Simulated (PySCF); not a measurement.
Al(H)(PH2)2 (AlH5P2), SMILES [PH2][AlH][PH2].

Geometry optimised at ωB97X-D3(BJ)/def2-SVP. One conformer was computed; it need not be the lowest.

Calculation: C-PCM-ωB97X/def2-SVP in PySCF.

The values are the electrostatic part of the solvation free energy, E(continuum) − E(gas) at the gas-phase geometry, in a cavity of scaled van der Waals radii (PySCF's table); cavitation and dispersion terms are not included. A continuum can't describe solvent molecules that bind to the metal. In vacuum the orbital gap is 9.47 eV. The dipole moment in vacuum is 1.72 D.

```json
[
 {"solvent": "water", "ε": "78.36", "ΔG(elec) (kcal/mol)": "-5.9", "dipole (D)": "2.47", "gap (eV)": "9.92"},
 {"solvent": "chloroform", "ε": "4.71", "ΔG(elec) (kcal/mol)": "-4.5", "dipole (D)": "2.27", "gap (eV)": "9.81"},
 {"solvent": "benzene", "ε": "2.27", "ΔG(elec) (kcal/mol)": "[?]", "dipole (D)": "[?]", "gap (eV)": "[?]"}
]
```

**Question.** Complete the blanks. (An estimate is asked for; the answer gives what the named calculation found.)

**Answer.** 
- benzene, ΔG(elec) (kcal/mol): -3.1
- benzene, dipole (D): 2.07
- benzene, gap (eV): 9.70
